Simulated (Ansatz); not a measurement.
H2MgS (SMILES [MgH][SH]) moved off its minimum; all values from Ansatz (an electronic-structure program), cores frozen in correlated methods.
(charge 0, multiplicity 1)
```xyz
4

Mg    -0.6740    -0.7540    -1.0577
H     -1.5559    -1.1671    -2.0390
S      0.6692     0.4350     0.6504
H      0.6851    -0.6836     1.3292
```

Task: Give the forces (eV/Å), the total energy and the dipole at CCSD(T)/def2-TZVPPD.

Result: 
```
atom      Fx      Fy      Fz
----  ------  ------  ------
Mg1    4.049   2.450   4.648
H2    -3.486  -1.784  -3.934
S3    -0.656   0.145  -1.351
H4     0.093  -0.810   0.638
```
Energy -598.5766 hartree, dipole 2.66 D.
